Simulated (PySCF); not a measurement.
CH2ClF3Si, SMILES FC(F)(F)[SiH2]Cl.

Geometry optimised at PBE0-D3(BJ)/def2-SVP.

The numbers are results of PBE/def2-TZVP run with PySCF, not measurements.

```
Property                                                                                                        Value
---------------------------------------------------------------------------------------------  ----------------------
total energy                                                                                      -1088.08799 hartree
point group                                                                                                        Cs
highest occupied level                                                                                       -7.84 eV
lowest empty level                                                                                           -1.33 eV
orbital gap                                                                                                   6.51 eV
dipole moment                                                                                                  1.57 D
quadrupole, principal values (traceless, Buckingham form, about the centre of nuclear charge)   -3.09, 0.41, 2.68 D·Å
mean static polarisability                                                                       52.3 bohr³ (7.75 Å³)
polarisability, principal values                                                               46.5, 50.0, 60.5 bohr³
```
